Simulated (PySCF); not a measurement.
## A parent and its derivatives

Method used: TDDFT CAM-B3LYP/def2-SVPD, vertical, gas phase, core orbitals frozen in the response in PySCF. Geometries: GFN2-xTB; one conformer of each isolated species. Triplets are in the Tamm–Dancoff approximation. 'Strongest' means the level of largest summed f among the lowest 8 singlets; it needn't be the same kind of state in each.

Parent: `C=C(/C=N\[H])O[SiH2]OC`, with lowest singlet excitation energy 4.57 eV, mean static polarisability 87.4 au, HOMO–LUMO gap 8.21 eV, energy of the strongest computed level 5.35 eV, S1–T1 gap 1.31 eV. Its spectrum: 4.57 eV (f 0.003); 5.35 eV (f 0.131); 6.61 eV (f 0.009); 7.08 eV (f 0.011); 7.30 eV (f 0.006).

Shifts from the parent:

```tsv
change	SMILES	Δ S1 (eV)	Δ α (au)	Δ gap (eV)	Δ strongest (eV)	Δ S1−T1 (eV)
C replaced by Si	[H]/N=C\C(=C)O[SiH2]O[SiH3]	+0.30	+14.2	+0.06	+0.33	+0.24
ring closed by a new C-C bond	[H]/N=C1/CO[SiH2]OC1=C	+0.01	-5.3	-0.21	-0.19	+0.12
```

Problem. Predict the same shifts for this change: ring closed by a new Si-N bond (`C=C1C=N[Si@@H](OC)O1`).

Solution. Δ lowest singlet excitation energy -0.28 eV, Δ mean static polarisability -3.2 au, Δ HOMO–LUMO gap -0.18 eV, Δ energy of the strongest computed level 0.00 eV, Δ S1–T1 gap -0.32 eV. Spectrum: 4.28 eV (f 0.002); 5.34 eV (f 0.354); 6.89 eV (f 0.023); 7.07 eV (f 0.045); 7.22 eV (f 0.002). S1 falls most with ring closed by a new Si-N bond (-0.28 eV), and it rises most with C replaced by Si (+0.30 eV). S1 is simply the lowest singlet of each species and needn't be the same kind of state throughout.
